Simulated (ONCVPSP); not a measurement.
Ge (Z = 32) ONCV: all-electron and pseudo phase curves

```json
{
 "Element": "germanium",
 "Generator": "ONCVPSP 4.0.1",
 "Type": "optimised norm-conserving Vanderbilt (ONCV)",
 "Functional": "PBE",
 "Relativity": "fully relativistic",
 "Frozen core": "[Ne] 3s2",
 "Valence charge": "20",
 "Reference configuration": "3p6 3d10 4s1.75 4p2.25",
 "Partial waves": "4s: rc 1.50 bohr, ncon 4, nbas 7, qcut 5.4 1/bohr, 2 projectors, debl 1.8 Ha; 3p+4p: rc 0.85 bohr, ncon 4, nbas 9, qcut 15.8 1/bohr, 2 projectors; 3d: rc 0.95 bohr, ncon 5, nbas 10, qcut 19.4 1/bohr, 2 projectors, debl 2.3 Ha",
 "Local potential": "polynomial inside 0.55 bohr (lpopt 5, dvloc0 4 Ha)",
 "Core correction": "Teter function, fcfact 2, rcfact 1.65"
}
```

Open shells are filled in proportion to 2j + 1.

The phase is arctan(r·R′/R) of the radial function R(r), unwrapped; energies in Ha, scanned from -6 to 5 Ha. A pole is an energy at which the radial function vanishes at the test radius. The pseudo phase is shifted by a multiple of π to meet the all-electron one at the reference energy, and phase errors are pseudo minus all-electron; the curves can meet again beyond the range given. Levels narrower than the energy grid can be missing from the lists of poles.

```csv
channel,radius (bohr),reference energy (Ha),"poles, all-electron","poles, pseudo",unbroken range about the reference energy with phases within 0.05 rad,phase error 1 Ha above the reference energy (rad)
s,1.52,-0.44,3.85,"-5.03, 3.86",above -4.7,+0.000
p3/2,0.86,-0.15,-0.90,-0.90,the whole range,+0.000
p1/2,0.86,-0.15,-1.21,-1.21,the whole range,+0.000
d5/2,0.96,-1.08,0.74,0.74,the whole range,-0.000
d3/2,0.96,-1.11,0.69,0.69,the whole range,-0.000
```

Note: ghosts flagged at negative energy: s at -138.1 eV; GHOST(+) flagged for s at 440.4 eV. A true bound ghost makes a file unfit for plane-wave use.

Phases in the s channel:

| E (Ha) | all-electron | pseudo |
| --- | --- | --- |
| -5.96 | 1.415 | 4.409 |
| -5.40 | 1.326 | 4.303 |
| -4.84 | 1.285 | 1.369 |
| -4.28 | 1.245 | 1.265 |
| -3.72 | 1.197 | 1.206 |
| -3.16 | 1.133 | 1.138 |
| -2.60 | 1.040 | 1.043 |
| -2.04 | 0.889 | 0.890 |
| -1.48 | 0.617 | 0.617 |
| -0.92 | 0.114 | 0.114 |
| -0.36 | -0.525 | -0.525 |
| 0.20 | -0.956 | -0.956 |
| 0.76 | -1.187 | -1.187 |
| 1.32 | -1.320 | -1.320 |
| 1.88 | -1.405 | -1.405 |
| 2.44 | -1.466 | -1.466 |
| 3.00 | -1.514 | -1.513 |
| 3.56 | -1.552 | -1.552 |
| 4.12 | -1.587 | -1.586 |
| 4.68 | -1.620 | -1.618 |
